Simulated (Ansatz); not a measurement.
This geometry of C$_{4}$H$_{11}$BS (17 atoms, charge 0, multiplicity 1) is a first-order saddle point.

Theory: RKS B3LYP/STO-3G (Ansatz).

```xyz
17
Properties=species:S:1:pos:R:3
C 1.054 -2.474 -1.368
B 1.560 -0.983 -1.274
S 1.349 0.065 0.220
C -0.256 0.782 -0.357
C -0.818 1.778 0.709
C -1.189 1.088 2.052
H 0.604 -2.688 -2.351
H 1.938 -3.135 -1.294
H 0.351 -2.776 -0.579
H 2.142 -0.556 -2.208
H -1.005 -0.013 -0.533
H -0.121 1.326 -1.311
H -1.715 2.264 0.286
H -0.071 2.571 0.894
H -1.549 1.831 2.780
H -1.982 0.340 1.898
H -0.310 0.579 2.476
```

Q: Which two structures does it join? (They come from a converged band through this point; their orientation in space is the band's.)

A: No bond is made or broken. The dihedral C1–B2–S3–C4 goes from -180 to 0°.

Image 0:

```xyz
17
Properties=species:S:1:pos:R:3
C 1.959 -2.717 -0.970
B 1.100 -1.399 -1.121
S 0.586 -0.515 0.294
C -0.361 0.896 -0.446
C -0.773 1.935 0.643
C -1.759 1.355 1.698
H 1.445 -3.566 -1.450
H 2.921 -2.608 -1.499
H 2.179 -3.003 0.069
H 0.810 -1.019 -2.191
H -1.265 0.508 -0.948
H 0.261 1.392 -1.211
H -1.245 2.795 0.137
H 0.132 2.311 1.152
H -2.015 2.122 2.445
H -2.688 1.015 1.216
H -1.306 0.499 2.222
```

Image 6:

```xyz
17
Properties=species:S:1:pos:R:3
C 0.903 -1.663 -2.195
B 1.417 -1.747 -0.704
S 1.054 -0.667 0.620
C -0.067 0.611 -0.113
C -0.505 1.650 0.966
C -1.368 1.025 2.100
H 1.762 -1.644 -2.887
H 0.337 -2.576 -2.445
H 0.265 -0.801 -2.431
H 2.128 -2.631 -0.410
H -0.960 0.125 -0.541
H 0.457 1.136 -0.931
H -1.084 2.445 0.463
H 0.391 2.124 1.404
H -1.653 1.795 2.833
H -2.288 0.581 1.689
H -0.807 0.236 2.624
```

Q: How far does it lie above each of them?

A: 1.22 eV above the first and 1.20 eV above the second. This is the barrier of this one path; another mechanism may lie lower. Limits of this set-up: minimal basis.

The run took 4.5 min on 1 thread of AMD EPYC 7R43 64-Core Processor (Zen 3), on a shared host, peak memory 0.14 GiB.
